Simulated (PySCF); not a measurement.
```xyz
10

B     -1.4278    -0.3893     0.2614
C     -0.1749    -0.2315    -0.6318
B      0.8312     0.7480     0.0964
O      1.9867     0.3261     0.6655
H     -2.2141     0.5023     0.3612
H     -1.6065    -1.3794     0.9037
H     -0.4529     0.3091    -1.5461
H      0.3077    -1.1795    -0.8833
H      0.6086     1.9165     0.1847
H      2.1420    -0.6224     0.5883
```

Charge 0, multiplicity 1.

Task: Give the Mulliken and meta-Löwdin atomic charges from PBE-D3(BJ)/def2-TZVP // B3LYP-D3(BJ)/def2-TZVP (PySCF).

Result: 
```csv
atom,Mulliken (e),meta-Löwdin (e)
B1,-0.07,0.00
C2,-0.25,-0.43
B3,0.08,0.22
O4,-0.34,-0.44
H5,0.02,0.02
H6,0.02,0.01
H7,0.13,0.16
H8,0.10,0.12
H9,0.01,0.00
H10,0.31,0.35
```
